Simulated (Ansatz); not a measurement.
Job for Ansatz (an electronic-structure program): R-SVWN5/def2-TZVPP on SiH4 (SMILES [SiH4]).

Ansatz 0.2 input:
```yaml
crystal:
  periodic: [false, false, false]
  atoms:
    - {symbol: Si, position_ang: [-0.00000000, -0.00000000, 0.00000000]}
    - {symbol: H, position_ang: [0.86054855, 0.86054855, 0.86054855]}
    - {symbol: H, position_ang: [-0.86054855, -0.86054855, 0.86054855]}
    - {symbol: H, position_ang: [-0.86054855, 0.86054855, -0.86054855]}
    - {symbol: H, position_ang: [0.86054855, -0.86054855, -0.86054855]}
basis:
  gaussian:
    orbitals: def2-TZVPP
hamiltonian:
  xc: {name: SVWN5}
scf: {lower_state_search: off}
```

It printed:

```
WARN ansatz: RAYON_NUM_THREADS=4 ignored (pool sized by the plan → 4); use --threads N
Functional definition: SVWN5
these checks for a lower state are left out or cut short: stability, starts, cluster_reference, orbital_swaps, neighbouring_geometries, increment
integrals: 0.02 GiB planned
524 factors; their error is unknown
mean field: 0.22 GiB planned
mean field evaluation 1: about -7908.6991 eV, gradient 1.6e1 eV
mean field evaluation 2: about -7909.3229 eV, gradient 1.0e1 eV
mean field evaluation 4: about -7909.6849 eV, gradient 1.6e-1 eV
mean field evaluation 8: about -7909.6686 eV, gradient 1.1e-1 eV
mean field -7909.66863442 eV, -290.6749609489 hartree, gradient 6.2e-6 eV, S^2 0.000000; 0 other end points of the search recorded, 0 dependent functions left out
reference -7909.66866650 eV, -290.6749621278 hartree; 9, 9 occupied and 89, 89 virtual orbitals, 524 factors
Total energy: -7909.66866650 eV, -290.6749621278 hartree
Checks for a lower state left out: stability, starts, cluster_reference, orbital_swaps, neighbouring_geometries, increment
```

The calculation finished and met its thresholds.

Cost: very roughly 0.5 core-seconds.
